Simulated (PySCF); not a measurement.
C5H5Cl, SMILES C=C=C/C=C/Cl.

Geometry: PBE0-D3(BJ)/def2-SVP. The structure was generated by enumeration; whether it is a known compound was not checked. One conformer was computed; it need not be the lowest.

Level of theory: PBE0-D3(BJ)/def2-SVP (PySCF 2.14.0).

Frequencies are harmonic and unscaled.

| mode | ν (cm⁻¹) | IR (km/mol) | Raman (Å⁴/amu) | depolarisation | moving atoms (share of kinetic energy) |
|---|---|---|---|---|---|
| 1 | 61 | 0.3 | 2.6 | 0.75 | C 48 %, H 47 % |
| 2 | 103 | 0.2 | 14.6 | 0.62 | C 64 %, Cl 21 %, H 15 % |
| 3 | 226 | 0.8 | 0.5 | 0.75 | C 55 %, H 34 %, Cl 10 % |
| 4 | 276 | 2.1 | 2.5 | 0.50 | C 74 %, H 14 %, Cl 12 % |
| 5 | 318 | 6.7 | 0.9 | 0.75 | C 55 %, H 45 % |
| 6 | 382 | 0.9 | 3.5 | 0.41 | C 62 %, Cl 32 % |
| 7 | 591 | 0.3 | 1.0 | 0.75 | H 56 %, C 44 % |
| 8 | 670 | 61.8 | 2.8 | 0.57 | C 81 %, Cl 10 %, H 8 % |
| 9 | 839 | 0.4 | 9.0 | 0.75 | H 53 %, C 47 % |
| 10 | 876 | 47.3 | 0.4 | 0.67 | H 74 %, C 26 % |
| 11 | 886 | 26.3 | 5.5 | 0.69 | C 72 %, H 18 %, Cl 10 % |
| 12 | 906 | 31.3 | 12.3 | 0.75 | H 83 %, C 17 % |
| 13 | 971 | 33.4 | 1.0 | 0.75 | H 90 %, C 10 % |
| 14 | 977 | 10.3 | 9.8 | 0.40 | C 74 %, H 23 % |
| 15 | 983 | 0.0 | 2.5 | 0.75 | H 62 %, C 38 % |
| 16 | 1149 | 1.8 | 66.7 | 0.34 | H 72 %, C 28 % |
| 17 | 1249 | 5.4 | 9.1 | 0.44 | H 78 %, C 22 % |
| 18 | 1305 | 0.1 | 34.4 | 0.17 | H 80 %, C 20 % |
| 19 | 1355 | 1.6 | 59.8 | 0.40 | H 75 %, C 25 % |
| 20 | 1473 | 2.9 | 29.1 | 0.48 | C 59 %, H 41 % |
| 21 | 1699 | 41.9 | 270.3 | 0.27 | C 92 % |
| 22 | 2075 | 64.1 | 107.4 | 0.41 | C 98 % |
| 23 | 3136 | 1.6 | 373.8 | 0.16 | H 95 % |
| 24 | 3170 | 3.0 | 127.7 | 0.25 | H 92 %, C 8 % |
| 25 | 3212 | 5.1 | 108.9 | 0.26 | H 92 %, C 8 % |
| 26 | 3225 | 6.3 | 35.5 | 0.32 | H 91 %, C 9 % |
| 27 | 3225 | 0.0 | 178.3 | 0.75 | H 89 %, C 11 % |
